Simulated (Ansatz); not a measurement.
The cluster Ga₂As₃. The state is a doublet with charge 0. Geometry relaxed at r2SCAN-D4/def2-SVP.

```xyz
5

Ga    0.103   -1.736    0.094
Ga   -1.358   -0.167    1.348
As    0.853    1.083    0.811
As    1.304   -0.058   -1.268
As   -0.902    0.879   -0.985
```

The structure comes from a short search, and lower isomers may exist.

(1) Estimate the harmonic wavenumbers at UKS r2SCAN-D4/def2-SVP (Ansatz, unscaled). Is this a minimum?

## Answers

(1) 66, 136, 150, 171, 202, 221, 232, 246, 315 cm⁻¹. Yes, no mode is imaginary beyond noise. Zero-point energy 10.4 kJ/mol. Run time 5.1 min (4 threads of Intel Xeon on a shared host).
